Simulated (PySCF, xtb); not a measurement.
B(F)(Cl)(NMe2) (C₂H₆BClFN), SMILES FB(N(C)C)Cl. One conformer was computed; it need not be the lowest.

Harmonic wavenumbers (cm⁻¹) from GFN2-xTB run with xtb 6.7.1 at its own minimum, in rising order: 109, 161, 168, 195, 287, 303, 371, 414, 468, 587, 914, 1053, 1076, 1090, 1137, 1185, 1213, 1407, 1413, 1462, 1465, 1474, 1476, 1523, 2957, 2958, 2973, 2978, 3052, 3059.

Question: What does B3LYP-D3(BJ)/def2-SVP in PySCF give at its own minimum? (Estimate from the structure and the level; the computed values follow.)

Answer: 107, 157, 184, 227, 279, 336, 406, 433, 585, 619, 949, 1084, 1116, 1136, 1177, 1239, 1289, 1434, 1450, 1464, 1472, 1475, 1475, 1581, 3000, 3006, 3058, 3062, 3162, 3167. Paired by order, the mean absolute difference is 41 cm⁻¹ and the zero-point energies are 55.7 and 57.4 kcal/mol.
